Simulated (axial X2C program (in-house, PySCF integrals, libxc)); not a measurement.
Worked dissociation energy of CsAs: CCSD(T), 2c

All values were computed with an in-house all-electron X2C program for linear molecules (integrals from PySCF). Two-component (2c) means X2C with spin–orbit coupling and atomic mean-field two-electron Coulomb and Gaunt terms. Basis: Cs dyall-cv3z [15s15p9d4f1g], As dyall-cv3z [9s9p6d4f1g] (cores contracted in-house); Gaussian nuclei, density fitting, unrestricted open shells. Masses: Cs 132.905 u, As 74.922 u.

Molecular state: Ω = 1 (⟨Sz⟩ = 0.97, ⟨Lz⟩ = 0.03 at HF).

Correlated methods: 14 electrons correlated (number of frozen shells: Cs 4 s, 3 p, 2 d; As 3 s, 2 p, 1 d), 330 virtual spin orbitals or spinors in MP2, 90 natural virtuals in coupled cluster.

| Quantity | Value |
| --- | --- |
| E(Cs) (2M_J = 1) | -7780.107699 hartree |
| E(As) (2M_J = 3) | -2258.434477 hartree |
| E(CsAs) at Re | -10038.580287 hartree |
| ωe | 115.7 cm⁻¹ |
| ωexe | 0.292 cm⁻¹ |

Q: Work out De and D0.

A: De = -7780.107699 + (-2258.434477) − (-10038.580287) = 0.03811 hartree = 1.037 eV. The zero-point energy is ωe/2 − ωexe/4 = 58 cm⁻¹ = 0.007 eV, so D0 = 1.030 eV.

Occupations by symmetry block were frozen at the best pattern of an incomplete PBE0 search. Dissociation energies refer to the lowest single-determinant-based atoms at the same level and basis. Coupled cluster ran in a truncated set of natural virtual spinors; the MP2 energy of the rest was added. (T) has no such correction and the atoms are truncated less, which lowers De at CCSD(T) by a hundredth of an eV or more. PBE0 can misorder states that lie within some tenths of an eV, so this need not be the ground state of the molecule. The nearest other 2c determinant of the search, Ω = 2, lies 0.27 eV up at the distance of the search. With several unpaired electrons one determinant need not be a pure state. Open-shell Ω = 0 determinants with evenly filled partner blocks cannot be reached by this program, so the Ω shown need not be the lowest component. This is the Ω = 1 component of a π² triplet; the 0⁺ component is not one determinant and can lie lowest.

Each atomic determinant is the lowest at this level and need not be a pure J level. Totals compare only within one Hamiltonian and basis.
